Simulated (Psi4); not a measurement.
BiI3, triplet, geometry from GFN2-xTB (such geometries of metal compounds can be far from the true shape) (a higher spin typed on purpose: for a closed-shell molecule this is an excited state) (core potentials on Bi, I); HF/def2-SVP run with Psi4.

The Psi4 input:
```
memory 2 GB

molecule mol {
0 3
Bi   -0.192219   -0.153333   -0.010290
I     0.910374   -2.891857    0.047997
I     2.001727    1.596777    0.107158
I    -2.611079    1.535206   -0.139040
}

set {
  basis def2-svp
  reference uhf
  puream true
}

energy('scf')
print_variables()
```

It wrote (shortened):

```
   => Loading Basis Set <=

    Name: DEF2-SVP
    Role: ORBITAL
    Keyword: BASIS

    !!!  WARNING: ECP capability is in beta. Please check occupations closely.  !!!

         ---------------------------------------------------------
                                   SCF
               by Justin Turney, Rob Parrish, Andy Simmonett
                          and Daniel G. A. Smith
                              UHF Reference
         ---------------------------------------------------------

  ==> Geometry <==

    Molecular point group: c1
    Full point group: C1

    Geometry (in Angstrom), charge = 0, multiplicity = 3:

       Center              X                  Y                   Z               Mass
    ------------   -----------------  -----------------  -----------------  -----------------
         BI          -0.188880037737    -0.150669705463    -0.010111360273   208.980399100000
         I            0.913712962263    -2.889193705463     0.048175639727   126.904471900000
         I            2.005065962263     1.599440294537     0.107336639727   126.904471900000
         I           -2.607740037737     1.537869294537    -0.138861360273   126.904471900000

  Running in c1 symmetry.

  Rotational constants: A =      0.01470  B =      0.00829  C =      0.00530 [cm^-1]
  Rotational constants: A =    440.60743  B =    248.62930  C =    158.94092 [MHz]
  Nuclear repulsion =  516.040787512237671

  Charge       = 0
  Multiplicity = 3
  Electrons    = 98
  Nalpha       = 50
  Nbeta        = 48

  ==> Algorithm <==

  SCF Algorithm Type is DF.
  DIIS enabled.
  MOM disabled.
  Fractional occupation disabled.
  Guess Type is SAD.
  Energy threshold   = 1.00e-06
  Density threshold  = 1.00e-06
  Integral threshold = 1.00e-12

  ==> Primary Basis <==

  Basis Set: DEF2-SVP
    Blend: DEF2-SVP
    Number of shells: 40
    Number of basis functions: 104
    Number of Cartesian functions: 112
    Spherical Harmonics?: true
    Max angular momentum: 2

  Core potential: DEF2-SVP
    Number of shells: 16
    Number of ECP primitives: 105
    Number of ECP core electrons: 144
    Max angular momentum: 3

   => Loading Basis Set <=

    Name: (DEF2-SVP AUX)
    Role: JKFIT
    Keyword: DF_BASIS_SCF

  ==> Integral Setup <==

  SCF_SUBTYPE=INCORE selected. In-core MEM_DF algorithm will be used.
  Using in-core AOs.

  ==> MemDFJK: Density-Fitted J/K Matrices <==

    J tasked:                   Yes
    K tasked:                   Yes
    wK tasked:                   No
    Algorithm:                 Core
    Schwarz Cutoff:           1E-12
    Mask sparsity (%):      11.1871
    Fitting Condition:        1E-10

   => Auxiliary Basis Set <=

  Basis Set: (DEF2-SVP AUX)
    Blend: DEF2-UNIVERSAL-JKFIT
    Number of shells: 191
    Number of basis functions: 905
    Number of Cartesian functions: 1288
    Spherical Harmonics?: true
    Max angular momentum: 6

  Minimum eigenvalue in the overlap matrix is 1.8903350315E-02.
  Reciprocal condition number of the overlap matrix is 5.5913765267E-03.
    Using symmetric orthogonalization.

  ==> Pre-Iterations <==

  SCF Guess: Superposition of Atomic Densities via on-the-fly atomic UHF (no occupation information).

   -------------------------
    Irrep   Nso     Nmo
   -------------------------
     A        104     104
   -------------------------
    Total     104     104
   -------------------------

  ==> Iterations <==

                           Total Energy        Delta E     RMS |[F,P]|

   @DF-UHF iter SAD: -1091.32335926636370   -1.09132e+03   0.00000e+00
   @DF-UHF iter   1: -1103.37265804749336   -1.20493e+01   5.53239e-03 DIIS/ADIIS
   @DF-UHF iter   2: -1103.56716183023082   -1.94504e-01   2.18465e-03 DIIS/ADIIS
   @DF-UHF iter   3: -1103.58751514918913   -2.03533e-02   3.83047e-04 DIIS/ADIIS
   @DF-UHF iter   4: -1103.59022656954926   -2.71142e-03   2.05308e-04 DIIS/ADIIS
   @DF-UHF iter   5: -1103.59124735639034   -1.02079e-03   1.16616e-04 DIIS/ADIIS
   @DF-UHF iter   6: -1103.59193472914603   -6.87373e-04   6.44420e-05 DIIS
   @DF-UHF iter   7: -1103.59222469618908   -2.89967e-04   3.51817e-05 DIIS
   @DF-UHF iter   8: -1103.59231846570106   -9.37695e-05   2.49855e-05 DIIS
   @DF-UHF iter   9: -1103.59238440295826   -6.59373e-05   1.55890e-05 DIIS
   @DF-UHF iter  10: -1103.59241980550360   -3.54025e-05   6.52568e-06 DIIS
   @DF-UHF iter  11: -1103.59242495948365   -5.15398e-06   2.67583e-06 DIIS
   @DF-UHF iter  12: -1103.59242548541533   -5.25932e-07   8.48588e-07 DIIS
  Energy and wave function converged.

  ==> Post-Iterations <==

   @Spin Contamination Metric:   9.412770019E-02
   @S^2 Expected:                2.000000000E+00
   @S^2 Observed:                2.094127700E+00
   @S   Expected:                1.000000000E+00
   @S   Observed:                1.000000000E+00

    Orbital Energies [Eh]
    ---------------------

    Alpha Occupied:

[...]
    Alpha Virtual:

[...]
    Beta Occupied:

[...]
    Beta Virtual:

[...]
    Final Occupation by Irrep:
              A
    DOCC [    48 ]
    SOCC [     2 ]
    NA   [    50 ]
    NB   [    48 ]

  @DF-UHF Final Energy: -1103.59242548541533

   => Energetics <=

    Nuclear Repulsion Energy =            516.0407875122376709
    One-Electron Energy =               -2955.4338735006485877
    Two-Electron Energy =                1335.8006605029954699
    Total Energy =                      -1103.5924254854153332

  UHF NO Occupations:
  HONO-2 :   48  A 1.9603160
  HONO-1 :   49  A 1.0000000
  HONO-0 :   50  A 1.0000000
  LUNO+0 :   51  A 0.0396840
  LUNO+1 :   52  A 0.0043117
  LUNO+2 :   53  A 0.0014496
  LUNO+3 :   54  A 0.0007627

Computation Completed

Properties will be evaluated at   0.000000,   0.000000,   0.000000 [a0]

Properties computed using the SCF density matrix

 Multipole Moments:

 ------------------------------------------------------------------------------------
     Multipole            Electronic (a.u.)      Nuclear  (a.u.)        Total (a.u.)
 ------------------------------------------------------------------------------------

 L = 1.  Multiply by 2.5417464519 to convert [e a0] to [Debye]
 Dipole X            :         -6.8759935            6.4850323           -0.3909612
 Dipole Y            :         -5.4850335            5.1731137           -0.3119198
 Dipole Z            :         -0.3681035            0.3471648           -0.0209387
 Magnitude           :                                                    0.5005827

 ------------------------------------------------------------------------------------

  Variable Map:
  ----------------------------------------------------------------------------
[...]
  Array Variable Map:
  ----------------------------------------------------------------------------
[...]
[...]
```
